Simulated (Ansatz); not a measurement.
The same redistribution along the group V, Nb, Ta.

Isolated molecules relaxed with PBE0-D4/def2-TZVP in Ansatz; ΔE leaves out vibrations. CCSD(T)/CBS is the MP2 limit (def2-TZVPP, def2-QZVPP) plus CCSD(T) − MP2 in def2-TZVPP, frozen cores. This one scheme is used for every species. DFT in def2-TZVPP. def2 core potentials past Kr. For Nb, Ta, V outer-core shells are correlated without core-valence functions, which leaves a few kJ/mol of doubt a bond. Scalar relativity is left out up to krypton. Each species was taken in one conformer, which may not be the lowest.

```csv
reaction,PBE-D4 (kJ/mol),B2PLYP (kJ/mol)
`[NH]=[V]([NH2])([NH2])[F]` + `C[O][AlH][F]` → `[NH]=[V]([NH2])([F])[F]` + `C[O][AlH][NH2]`,15,24
`[NH]=[Nb]([NH2])([NH2])[F]` + `C[O][AlH][F]` → `[NH]=[Nb]([NH2])([F])[F]` + `C[O][AlH][NH2]`,5,11
`[NH]=[Ta]([NH2])([NH2])[F]` + `C[O][AlH][F]` → `[NH]=[Ta]([NH2])([F])[F]` + `C[O][AlH][NH2]`,6,11
```

Task: Give the CCSD(T)/CBS values in the same order. (An estimate is asked.)

Result: Computed: 31, 17, 18 kJ/mol.

Largest T1 diagnostic: 0.031, for `[NH]=[V]([NH2])([NH2])[F]`, so its coupled-cluster energy is less sure.
